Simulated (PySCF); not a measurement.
# From computed data to an observable: entropy of an ideal gas

HOSn, SMILES [OH+]=[Sn] (connectivity only; charge and spin as stated), charge +1, multiplicity 1.

Geometry: B3LYP-D3(BJ)/def2-TZVP. The isomer is the one that the SMILES or the coordinates give; other isomers of the formula were not compared. The def2 effective core potentials stand for the cores of Sn; spin–orbit coupling is left out.

B3LYP-D3(BJ)/def2-TZVP in PySCF 2.14.0 gives the harmonic wavenumbers 101, 101, 747, 3824 cm⁻¹ and the rotational temperature 0.4297 K. The molar mass is 135.72 g/mol, the symmetry number 1, the spin multiplicity 1.

Question: Work out the entropy at 298.15 K and 1 atm in the rigid-rotor, harmonic-oscillator model.

Answer: 
Translation (Sackur–Tetrode at 1 atm): S = R[1.5 ln M + 2.5 ln T − 1.16487] = 170.0 J/(mol K).
Rotation: q = T/(σ θ) = 694, S = R[ln q + 1] = 62.7 J/(mol K).
Vibration: with u = 1.4388 ν/T, each mode gives R[u/(e^u − 1) − ln(1 − e^−u)]:
```json
[
 {"ν (cm⁻¹)": "101", "modes": "2", "u": "0.49", "S (J/(mol K))": "28.74"},
 {"ν (cm⁻¹)": "747", "modes": "1", "u": "3.60", "S (J/(mol K))": "1.07"}
]
```
The stiffer modes add less than 0.005 each. Sum 29.8 J/(mol K).
Spin: R ln 1 = 0.0 J/(mol K).
Total 262.5 J/(mol K); the program's own thermochemistry gives 262.4. Translation makes up 65 % and vibration 11 %. Anharmonicity, hindered rotation and orbital degeneracy are left out.
